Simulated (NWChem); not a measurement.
Isomers of C$_{2}$H$_{6}$O$_{2}$Si, each optimised at B3LYP/6-31G* with NWChem, gas phase unless a solvent is named. Flexible species stand in one conformer each, which need not be the lowest. Pople sets run with spherical d functions.

A: [SiH3]C(OC)=O
B: CC(=O)[SiH2]O
C: O=CC[SiH2]O

**Question.** Rank them by SMD solvation free energy in toluene, B3LYP/6-31G* (kcal/mol), lowest first.

**Answer.** C (-5.3), B (-3.9), A (-2.2)
